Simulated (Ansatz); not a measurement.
System: SeBr, charge 0, doublet. SeBr (SMILES [Se]Br, doublet).
B3LYP-D3(BJ)/def2-TZVP minimum from Ansatz (a first-principles code):
```xyz
2

Se     0.0000     0.0000    -1.1641
Br     0.0000     0.0000     1.1308
```
Charge 0, spin multiplicity 2.

Total energies in cc-pVTZ, 13 correlated electrons, 28 frozen orbitals. UHF or UKS for unpaired electrons; spin-orbit terms are left out. Cores are frozen in correlated methods (noble-gas shells, and filled d and f shells in the p block). No relativity. Spin-orbit terms, left out, reach several kcal/mol for Br and I, and more for heavier atoms.

| method | program | energy (Eh) | minus CCSDT(Q) (mEh) |
|---|---|---|---|
| HF | Ansatz | -4972.35049 | 329.33 |
| MP2 | Ansatz | -4972.63324 | 46.58 |
| CCSD | Ansatz | -4972.66402 | 15.80 |
| CCSD(T) | Ansatz | -4972.67783 | 1.99 |
| CCSDT(Q) | Ansatz | -4972.67982 | 0.00 |
